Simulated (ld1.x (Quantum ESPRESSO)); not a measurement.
What the settings do to the TM semilocal potential of Nb

Base potential:

Nb (Z = 41), norm-conserving Troullier–Martins (semilocal form), made with ld1.x (Quantum ESPRESSO) 7.5 (PBE, scalar-relativistic). Core [Kr], reference 4d3 5s0 5p0 (charge +2). Waves: 5p (bound, empty): rc 3.55 bohr; 4d (bound): rc 2.05 bohr; 5s (bound, empty): rc 2.05 bohr. Local part: the s channel. Core correction: none.

Cutoffs, loose and tight: the cutoffs (Ry, on a coarse ladder) from which the occupation-weighted sum of valence levels, in a spherical-Bessel basis at the reference potential, stays within 10 and 1 mRy of its value at 400 Ry. They do not see the model core or the augmentation charge, which bear on the density cutoff. Test errors are all-electron minus pseudo excitation energies from the reference, over the configurations 4d4 5s1 5p0; 4d4 5s0 5p0; 4d2 5s0 5p0; 4d4.5 5s0.5 5p0; 4d5 5s0 5p0; 4d3 5s1 5p0; 4d1 5s0 5p0. A dash means not determined; rows that change the core or the reference have their own tests.

A semilocal file is local in each channel, so a ghost entry of none says nothing of the separable form that plane-wave codes build from it.

| change | outcome | cutoff, loose | cutoff, tight | bound ghosts | largest test error (meV) |
| --- | --- | --- | --- | --- | --- |
| base | generated | 35 Ry | 40 Ry | none | +258 |
| core correction a·sin(br)/r model core inside 1.04 bohr | generated | 35 Ry | 40 Ry | none | -996 |
| core correction a·sin(br)/r model core inside 1.36 bohr | generated | 35 Ry | 40 Ry | none | -995 |
| core correction a·sin(br)/r model core inside 1.76 bohr | generated | 35 Ry | 40 Ry | none | -928 |

(1) What comes out with this change to the base: core correction a·sin(br)/r model core inside 2.30 bohr?

(2) What comes out with this change to the base: core correction a·sin(br)/r model core inside 2.04 bohr?

Results:

(1) outcome: generated; cutoff, loose: 35 Ry; cutoff, tight: 40 Ry; bound ghosts: none; largest test error (meV): -538.

(2) outcome: generated; cutoff, loose: 35 Ry; cutoff, tight: 40 Ry; bound ghosts: none; largest test error (meV): -765.
